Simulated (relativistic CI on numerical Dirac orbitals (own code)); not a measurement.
# Radial parameters of Dy11+

Method of calculation: Dirac-Coulomb-Breit CI, orbitals from a KLI potential per configuration, a model potential for QED, unscaled Slater integrals (own radial code, finite nucleus).

Slater integrals F^k, G^k are unscaled and averaged over j, outside the closed core [Ar] 3d10 4p6 4d10; ζ comes from projecting the Hamiltonian with its Breit term on Σ l·s of the shell.

- 4s²4f⁷5s²: F^2(4f,4f) = 146320, F^4(4f,4f) = 93098, F^6(4f,4f) = 67358, ζ(4f) = 2204.3 cm⁻¹; <r>(4f) = 0.6776, <r^2>(4f) = 0.5507 (bohr units).
- 4s²4f⁹: F^2(4f,4f) = 140160, F^4(4f,4f) = 88924, F^6(4f,4f) = 64259, ζ(4f) = 1995.7 cm⁻¹; <r>(4f) = 0.7022, <r^2>(4f) = 0.5934 (bohr units).
- 4s²4f⁸5s: F^2(4f,4f) = 143110, F^4(4f,4f) = 90914, F^6(4f,4f) = 65735, ζ(4f) = 2098.6, G^3(4f,5s) = 33676 cm⁻¹; <r>(4f) = 0.6902, <r^2>(4f) = 0.5725, <r>(5s) = 1.139, <r^2>(5s) = 1.443 (bohr units).

Averages of the first 7 configurations, taken without configuration mixing, which lowers the lowest level and can move excited configurations by several eV; other configurations of the list can lie among them:

```tsv
Configuration	Parity	States	Average energy above the lowest level (eV)
4s²4f⁷5s²	odd	3432	16.9
4s²4f⁹	odd	2002	68.2
4s²4f⁸5s	even	6006	40.3
4s²4f⁶5s²6s	even	6006	99.9
4s²4f⁵5s²6s²	odd	2002	195.7
4s²4f⁷6s²	odd	3432	223.6
4f⁹5s²	odd	2002	866.4
```
